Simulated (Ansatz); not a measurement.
Computed with Ansatz on PBE0-D4/def2-TZVP structures; ΔE is electronic, products minus reactants. CBS: MP2 limit from def2 TZ/QZ plus the TZ coupled-cluster correction, frozen cores. This one scheme is used for every species. Functionals use def2-TZVPP. B3LYP here is the variant with VWN-RPA as its local correlation; programs differ in this. Each species was taken in one conformer, which may not be the lowest.

Consider the formal exchange of groups at the Si–F bond: `CO[Si](N)(F)Cl` + ethylene → `C=C[Si](N)(Cl)OC` + H–F.

| level | ΔE (kcal/mol) | difference from CCSD(T)/CBS |
| --- | --- | --- |
| r2SCAN-D4 | 36.3 | 1.8 |
| PBE0-D4 | 33.2 | -1.3 |
| B3LYP-D4 | 35.5 | 1.0 |
| ωB97X-V | 35.9 | 1.4 |
| ωB97M-V | 35.6 | 1.1 |
| B2PLYP | 37.2 | 2.7 |
| PBE | 34.1 | -0.4 |
| r2SCAN | 36.9 | 2.4 |
| PBE0 | 35.0 | 0.5 |
| B3LYP | 38.5 | 4.0 |
| MP2/def2-TZVPP | 33.6 | -0.9 |
| SCS-MP2/def2-TZVPP | 35.4 | 0.9 |
| MP2/def2-QZVPP | 33.7 | -0.8 |
| SCS-MP2/def2-QZVPP | 35.5 | 1.0 |
| HF/CBS(def2) | 43.3 | 8.8 |
| CCSD/CBS(def2) | 35.8 | 1.3 |
| CCSD(T)/CBS | 34.5 | 0 |

Largest T1 diagnostic among the species: 0.011.

In def2-TZVPP, CCSD(T) changes the Hartree–Fock value by −8.0 kcal/mol (the triples alone add −1.3 kcal/mol) and MP2 by −9.0 kcal/mol. The D4 term adds −3.1 kcal/mol with B3LYP and −1.8 kcal/mol with PBE0; it sums over pairs of atoms, weighted by their polarisabilities, and B3LYP, whose exchange is more repulsive, gets the larger term. From PBE to PBE0 (25 % exact exchange), in def2-TZVPP and without D4, ΔE moves by +0.9 kcal/mol.
